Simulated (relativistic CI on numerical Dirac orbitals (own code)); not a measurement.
**Cubic crystal-field splitting of Tm2+ by operator equivalents**

Problem. Tm2+ (4f13) sits in a cubic field with the Wybourne parameters B⁴₀ = 570 and B⁶₀ = 540 cm⁻¹. Find the levels of its ground J multiplet, neglecting the mixing with the other J.

Working.
1. One f hole has the ground level ²F7/2 with g_J = 8/7 and the Stevens factors β = −2/1155 and γ = 4/27027.
2. Stevens form: B₄ = β B⁴₀/8 = -0.1234 and B₆ = γ B⁶₀/16 = 0.00500 cm⁻¹, in H = B₄(O₄⁰ + 5O₄⁴) + B₆(O₆⁰ − 21O₆⁴).
3. For J = 7/2 the eigenvalues are E(Γ6) = 840B₄ − 25200B₆ = -229.5, E(Γ7) = −1080B₄ − 15120B₆ = 57.7 and E(Γ8) = 120B₄ + 20160B₆ = 85.9 cm⁻¹.
4. Order and energies above the lowest: Γ6 0.0, Γ7 287.2, Γ8 315.4 cm⁻¹. A Γ6 ground doublet has the isotropic |g| = 2.667.

Check. Diagonalising spin-orbit coupling (free-ion gap 8658 cm⁻¹, from a Dirac-Coulomb-Breit calculation) and field together in all 14 states gives Γ6 0.0, Γ7 283.7, Γ8 308.9 cm⁻¹, with |g| = 2.667. The other multiplet starts at 8840 cm⁻¹; the differences from the hand values come from J mixing and grow with the ratio of the field to that gap.
